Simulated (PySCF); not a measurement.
Identify the compound

Molecular formula: C5H12Si2. Simulated spectra:

¹H NMR (400 MHz, computed): δ 5.69 (t, 1H), 4.82 (m, 2H), 3.88 (t, 3H), 2.23 (t, 2H), 1.90 (m, 2H), 0.97 (m, 2H).

¹³C{¹H} NMR (computed): δ 180.6, 131.4, 38.5, 19.0, 11.7.

[PySCF 2.14: GFN2-xTB geometry; shieldings: GIAO PBE0/pcSseg-1; averaged over atoms made equivalent by symmetry, fast rotation or ring inversion; a single conformation; isolated molecule; relativity neglected]

Referencing at the same level of theory: ¹H (σref 31.72) and ¹³C (σref 186.93) vs TMS.

Choose the structure that fits.
A. C#C[SiH2]C(C)(C)[SiH3]
B. [SiH3]CCC1=C[SiH2]C1
C. C=CC[SiH2]/C=C\[SiH3]
D. C#CCC(C)([SiH3])[SiH3]
E. C#CC[Si](C)(C)[SiH3]

Results:

B. 

- The formula gives 2 degrees of unsaturation (1 ring in the answer).
- 5 carbon signals for 5 carbons: no two carbons are equivalent.
- Carbon types of the structure: 1 × C, 1 × CH, 3 × CH2, leaving 5 H on heteroatoms.
- δC 180.6: fully substituted alkene carbon.
- δC 131.4: alkene CH; the olefinic region.
- δC 38.5: allylic sp3 CH2; saturated and bonded to C and H only.
- δC 11.7: sp3 CH2 bonded to Si; an electropositive neighbour leaves it electron-rich and shielded.
- δH 5.69: hydrogen on an alkene CH; a vinylic proton, deshielded by the sp2 carbon and the C=C anisotropy.

The others: C#C[SiH2]C(C)(C)[SiH3] would give 4 carbon signals, not 5; C#CC[Si](C)(C)[SiH3] would give 4 carbon signals, not 5; C=CC[SiH2]/C=C\[SiH3] would give 8 signals for carbon-bound and other non-exchanging H, not 6; C#CCC(C)([SiH3])[SiH3] would give 4 signals for carbon-bound and other non-exchanging H, not 6.

Shifts are as computed. Against solution values, carbons near 30 ppm lie about +3 ppm off and those near 130 ppm about +5 ppm. Of 1211 compounds with measured shifts, 218 miss one by over three times the rms of a fit or turn the order of signals round; such compounds aren't used in these exercises. No couplings were computed; multiplicities are counted from neighbouring protons, with m where these are inequivalent, close in shift, in a saturated or five-membered ring or joined by F or P, and br s for small geminal =CH2 splittings.
